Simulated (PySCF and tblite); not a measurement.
Results of a calculation; reference values are marked as such.
Stationary points of C3H7FO2Si2 at GFN2-xTB, in Å:

Structure A

```
 1 O    -1.674   -1.806   -0.151
 2 C    -1.468   -0.610   -0.054
 3 Si   -2.890    0.684   -0.114
 4 C    -0.131   -0.059    0.115
 5 F    -0.107    1.311    0.209
 6 C     1.077   -0.653    0.192
 7 O     1.174   -1.990    0.111
 8 Si    2.610    0.457    0.416
 9 H    -4.131   -0.059   -0.295
10 H    -2.620    1.586   -1.233
11 H    -2.870    1.422    1.149
12 H     2.094   -2.273    0.180
13 H     2.705    1.352   -0.731
14 H     2.485    1.169    1.681
15 H     3.733   -0.494    0.447
```

Structure B

```
 1 O    -1.310   -1.794   -0.147
 2 C    -1.281   -0.560   -0.054
 3 Si   -2.869    0.513   -0.152
 4 C    -0.027    0.113    0.136
 5 F    -0.079    1.474    0.230
 6 C     1.185   -0.491    0.227
 7 O     1.290   -1.811    0.142
 8 Si    2.816    0.466    0.480
 9 H    -3.982   -0.409   -0.344
10 H    -2.692    1.423   -1.283
11 H    -2.958    1.248    1.108
12 H     0.382   -2.197    0.012
13 H     2.963    1.381   -0.650
14 H     2.696    1.203    1.737
15 H     3.861   -0.551    0.522
```

Structure C

```
 1 O    -1.553   -1.802   -0.371
 2 C    -1.411   -0.605   -0.213
 3 Si   -2.886    0.631   -0.238
 4 C    -0.087    0.004   -0.024
 5 F    -0.115    1.367   -0.073
 6 C     1.110   -0.569    0.170
 7 O     1.196   -1.922    0.359
 8 Si    2.700    0.466    0.367
 9 H    -4.099   -0.171   -0.339
10 H    -2.696    1.495   -1.402
11 H    -2.824    1.405    1.001
12 H     1.470   -2.373   -0.444
13 H     2.808    1.330   -0.807
14 H     2.599    1.249    1.595
15 H     3.791   -0.506    0.420
```

Geometries: GFN2-xTB; energies: PBE0/pcSseg-1 + D3(BJ); zero-point and thermal terms from GFN2-xTB harmonic modes (soft modes blended into free rotors).

**Question.** Which structure is a saddle point, and along which motion?

**Answer.** C: one imaginary mode (539i cm⁻¹ at GFN2-xTB, mostly on H12), along the rotation about the C6–O7 bond (torsion C4–C6–O7–H from 0° to 180°, rising).

**Question.** Give their symmetry and energies above the lowest.

**Answer.** A Cs, 12.2 kcal/mol; B Cs, 0.0 kcal/mol; C C1, 16.8 kcal/mol.
